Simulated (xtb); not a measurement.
xtb input:

```bash
xtb mol.xyz --gfn 1 --sp --chrg 0 --uhf 0
```
mol.xyz:
```
12

C     -3.53363597    -1.11263918    -0.29867187
C     -2.03697299    -1.19825411    -0.49506777
O     -1.44299253    -0.03813007     0.11938063
Ge     0.29196579     0.18966291     0.08134657
Cl     0.99971420     0.29345763    -1.94194027
Cl     0.69373811     2.01358711     1.09954165
Cl     1.29319278    -1.44204421     1.05111311
H     -4.01823298    -1.97894984    -0.75347996
H     -3.78037125    -1.09401903     0.76321237
H     -3.93000399    -0.20915756    -0.76282324
H     -1.63492723    -2.10381778    -0.03142856
H     -1.78474238    -1.21787764    -1.55932446
```

What final total energy does it print?

-26.21703 Eh (GFN1-xTB).
